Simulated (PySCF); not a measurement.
Fill in the blanks.

Species: SiCl2(SBu)2, C8H18Cl2S2Si.
SMILES: `CCCCS[Si](Cl)(Cl)SCCCC`

```csv
property,level,value
point group,PBE0-D3(BJ)/def2-SVP,C1
"rotational constants A, B, C",PBE0-D3(BJ)/def2-SVP,"0.715, 0.203, 0.190 GHz"
dipole moment,B3LYP/def2-SVPD,?
HOMO energy,B3LYP/def2-SVPD,?
LUMO energy,B3LYP/def2-SVPD,-0.75 eV
lowest singlet excitation,TDDFT B3LYP/def2-SVPD,"5.27 eV (235 nm, f = 0.006)"
strongest line among the 10 lowest singlet transitions,TDDFT B3LYP/def2-SVPD,?
lowest triplet excitation (Tamm–Dancoff),TDA B3LYP/def2-SVPD,4.98 eV
static isotropic polarisability,B3LYP/def2-SVPD,196.4 au
electronic spatial extent ⟨r²⟩ about the centre of nuclear charge,B3LYP/def2-SVPD,6209 bohr²
13C chemical shifts (computed TMS as zero) by class,GIAO PBE0/pcSseg-1,"36.5 (2 C), 35.5 (2 C), 24.6 (2 C), 14.8 (2 C) ppm"
1H chemical shifts (computed TMS as zero) by class,GIAO PBE0/pcSseg-1,"2.61 (4 H), 1.51 (4 H), 1.35 (4 H), 0.97 (6 H) ppm"
"isotropic shieldings of nuclei other than C and H, by class",GIAO PBE0/pcSseg-1,?
```

Electronic properties: PySCF, gas phase, density fitting. One conformer (not necessarily the lowest) at the PBE0-D3(BJ)/def2-SVP geometry, without solvent or vibrations. NMR classes are plain means over equivalent atoms (diastereotopic ones count apart unless rotation or inversion swaps them), as if these changed places fast; in this geometry the members of some classes differ.

**Question.** What is the HOMO energy?

**Answer.** -7.08 eV.

**Question.** What is the strongest line among the 10 lowest singlet transitions?

**Answer.** S5 at 6.05 eV (205 nm, f = 0.041).

**Question.** The dipole moment?

**Answer.** 2.63 D.

**Question.** What are the isotropic shieldings of nuclei other than C and H, by class?

**Answer.** 304 (1 Si), 556 (2 S), 793 (2 Cl) ppm.

The rotational constants make it an asymmetric top with κ = (2B − A − C)/(A − C) = -0.95, nearer the prolate limit (−1). The polarisability is 29.11 Å³ as a volume (1 au = 0.148185 Å³), or 1.35 au for each of the 146 electrons. With B = h/(8π²I), that is 505.379 GHz u Å² over I, the principal moments of inertia are 706.7, 2490.1 and 2655.5 u Å² (most abundant isotopes); the inertial defect Ic − Ia − Ib is -541.3 u Å² (zero for a rigid planar frame, negative otherwise).
